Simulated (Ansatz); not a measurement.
Species: 1,3-thiazole-4-carbaldehyde, C4H3NOS, charge 0, multiplicity 1. 
Geometry from a B3LYP-D3(BJ)/def2-TZVP (Ansatz, an electronic-structure program) optimisation:
```xyz
10

O     -2.8774     0.0137     0.1011
C     -1.9478    -0.7570     0.0594
C     -0.5350    -0.3440     0.0147
C     -0.0907     0.9525     0.0145
S      1.6125     0.9833    -0.0449
C      1.6230    -0.7550    -0.0659
N      0.4509    -1.3013    -0.0312
H     -2.0942    -1.8530     0.0515
H     -0.6908     1.8463     0.0461
H      2.5521    -1.3046    -0.1050
```
Charge 0, spin multiplicity 1.

Wanted: vertical ionisation energy (to the doublet state of charge +1; each state is the SCF solution reached for its spin; the UHF <S^2> is 1.05 for the doublet (pure: 0.75); for the singlet the Hartree-Fock reference is unstable and T1 is 0.016), in eV. Correlated levels leave the core frozen unless marked. UHF or UKS for open shells. Spin-orbit coupling is left out. Non-relativistic. CBS marks a two-point X^-3 extrapolation of the correlation energy; Hartree-Fock from the larger set. The bracket is a focal-point correction in the basis named.

```json
[
 {"level": "PBE/def2-TZVPD", "program": "Ansatz", "vertical ionisation energy (eV)": "9.38"},
 {"level": "PBE0/def2-TZVPD", "program": "Ansatz", "vertical ionisation energy (eV)": "9.66"},
 {"level": "BHLYP/def2-TZVPD", "program": "Ansatz", "vertical ionisation energy (eV)": "9.56"},
 {"level": "CAM-B3LYP/def2-TZVPD", "program": "Ansatz", "vertical ionisation energy (eV)": "9.80"},
 {"level": "wB97M-V/def2-TZVPD", "program": "Ansatz", "vertical ionisation energy (eV)": "9.75"},
 {"level": "wB97X-V/def2-TZVPD", "program": "Ansatz", "vertical ionisation energy (eV)": "9.77"},
 {"level": "RI-MP2/aug-cc-pV(T+d)Z", "program": "Ansatz", "vertical ionisation energy (eV)": "10.77"},
 {"level": "CCSD(T)/aug-cc-pV(D+d)Z", "program": "Ansatz", "vertical ionisation energy (eV)": "9.71"},
 {"level": "RI-MP2/CBS(aug-cc-pV(T+d)Z,aug-cc-pV(Q+d)Z)+[CCSD(T)-MP2]/aug-cc-pV(D+d)Z", "program": "Ansatz", "vertical ionisation energy (eV)": "10.00"},
 {"level": "RI-MP2/CBS(aug-cc-pV(T+d)Z,aug-cc-pV(Q+d)Z)+[CCSD(T)-MP2]/aug-cc-pV(T+d)Z", "program": "Ansatz", "vertical ionisation energy (eV)": "9.97"}
]
```
